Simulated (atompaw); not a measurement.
**Cd: PAW (atompaw) pseudisation with LDA (PW92), scalar-relativistic reference atom.**

Input for atompaw 4.2.0.5:

```
Cd 48
LDA-PW scalarrelativistic loggrid 1500 logderivrange -7 5 301
5 5 4 0 0 0
5 1 0
0 0 0
c
c
c
c
v
c
c
v
v
c
v
2
2.15 1.75 1.70 1.25
y
0.15
n
n
y
2.3
n
custom rrkj vanderbiltortho sinc
3 1 troulliermartins
2.15
2.15
1.35
2.15
0.40
0.40
PWSCFOUT
UPFDX 0.0125d0 UPFXMIN -7.d0 UPFZMESH 48.d0
END
```

Command:

```bash
atompaw < Cd.input > Cd.log
```

Output (summary file):

```
Completed calculations for Cd (AE)

 Exchange-correlation type: LDA, Perdew-Wang correlation

 Radial integration grid is logarithmic
 r0 =   1.8068677E-04 h =   8.6729650E-03   n =      1500 rmax =   8.0000000E+01

 Scalar relativistic calculation

 AEatom converged in  30 iterations
   nz     =  48.00
   delta  =       7.640505140448E-16

 All Electron Orbital energies:
  n  l      occupancy      energy
  1  0      2.0000000E+00 -1.9472312E+03
  2  0      2.0000000E+00 -2.8915655E+02
  3  0      2.0000000E+00 -5.3855830E+01
  4  0      2.0000000E+00 -7.7794430E+00
  5  0      2.0000000E+00 -4.3768942E-01
  2  1      6.0000000E+00 -2.5962446E+02
  3  1      6.0000000E+00 -4.4167823E+01
  4  1      6.0000000E+00 -4.9235927E+00
  5  1      0.0000000E+00 -9.7434499E-02
  3  2      1.0000000E+01 -2.8958306E+01
  4  2      1.0000000E+01 -8.7452742E-01

 Total energy
   Total                    :   -11179.22279919521134

 ---
 Completed calculations for Cd (SC)

 Exchange-correlation type: LDA, Perdew-Wang correlation

 Radial integration grid is logarithmic
 r0 =   1.8068677E-04 h =   8.6729650E-03   n =      1500 rmax =   8.0000000E+01

 Scalar relativistic calculation

 SCatom converged in   4 iterations
   nz     =  48.00
   delta  =       1.058295387535E-16

 Valence Electron Orbital energies:
  n  l      occupancy      energy
   5  0      2.0000000E+00 -4.3768942E-01
   4  1      6.0000000E+00 -4.9235927E+00
   5  1      0.0000000E+00 -9.7434501E-02
   4  2      1.0000000E+01 -8.7452742E-01

 Total energy
   Total                    :   -11179.22279919904759
   Valence                  :     -522.93344492337110

 PAW parameters:
       lmax =            2
         rc =    2.1684055919613296
        irc =         1084
   rc_shape =    1.7608941261247060
    rc_vloc =    1.7008467651334100
    rc_core =    1.2555010962076922
   Vloc: Norm-conserving Troullier-Martins with l= 3;e=   1.0000E+00
   Projector type: RRKJ pseudization + Vanderbilt ortho.
   Sinc^2 compensation charge shape zeroed at   1.7609E+00

 Number of basis functions     6
 No.   n  nodes  l      Energy         Cp coeff         Occ
  1    5    4    0   -0.4376894E+00  0.7310231E+03  0.2000000E+01
  2  999    5    0    0.1500000E+00  0.1949977E+03  0.0000000E+00
  3    4    2    1   -0.4923593E+01  0.2618758E+00  0.6000000E+01
  4    5    3    1   -0.9743450E-01  0.1055258E+02  0.0000000E+00
  5    4    1    2   -0.8745274E+00 -0.3524691E+02  0.1000000E+02
  6  999    2    2    0.2300000E+01 -0.3955105E+02  0.0000000E+00

 Eigenvalues of overlap operator (in the basis of projectors):
    1        4.43056921E-01
    2        4.48950887E-01
    3        3.00397539E+01
    4        5.13562357E+02
    5        1.61794315E+03
    6        1.29881418E+04

 Orbital leakage outside PAW augmentation regions
   orb  is_core?  %out_of_sphere
   1 0    T          -0.00
   2 0    T          -0.00
   3 0    T           0.00
   4 0    T           0.12
   5 0    F          72.09
   2 1    T           0.00
   3 1    T           0.00
   4 1    F           0.50
   5 1    F          91.98
   3 2    T           0.00
   4 2    F           8.34

 Summary of PAW energies
   Total valence energy     :   -522.93345347488446
   Smooth energy            :     81.83127754803908
   One center               :   -604.76473102292357
   Smooth kinetic           :    175.08279188102733
   Vloc energy              :    -82.94498090068024
   Smooth exch-corr         :    -30.64386653812907
   One-center xc            :   -267.76314587163057
```

A Bessel basis up to 400 Ry misses an occupied level by 0.19 Ry, so cutoffs were not judged. Note: ghost state, extra bound levels that the all-electron valence spectrum of the same l lacks: s at -257.0 eV (other channels not judged). The 4d radius (0.40 bohr) lies inside the outermost node of the all-electron wave (0.42 bohr), which a nodeless pseudo-wave cannot match soundly.

The run took about 4.3 s on one core of a shared server CPU.
